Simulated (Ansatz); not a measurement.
Basis-set extrapolation for `[CH3][AlH][NH][SiH2]C` (PBE0-D4/def2-TZVP geometry, frozen core, Ansatz). Multiplicity 1, RHF reference.

|  | def2-TZVPP | def2-QZVPP |
| --- | --- | --- |
| HF | -667.013607 | -667.037030 |
| MP2 correlation | -0.777958 | -0.830510 |
| CCSD(T) correlation | -0.869966 | not run |

Energies in hartree. Use E(X) = E(∞) + A·exp(−7.88·√X) for Hartree–Fock and E(X) = E(∞) + B·X^(−2.97) for correlation, with X = 3 and 4, and add CCSD(T) minus MP2 of the smaller set to the MP2 limit.

Question: What is the CCSD(T) energy at the basis-set limit?

Answer: HF limit: -667.037030 + (-0.023423) × 0.13774 = -667.04026. MP2 limit: -0.830510 + (-0.052552) × 0.74074 = -0.86944. Higher-order term: -0.869966 − (-0.777958) = -0.09201. Total: -668.00171 hartree, 310.2 kJ/mol below CCSD(T)/def2-TZVPP.
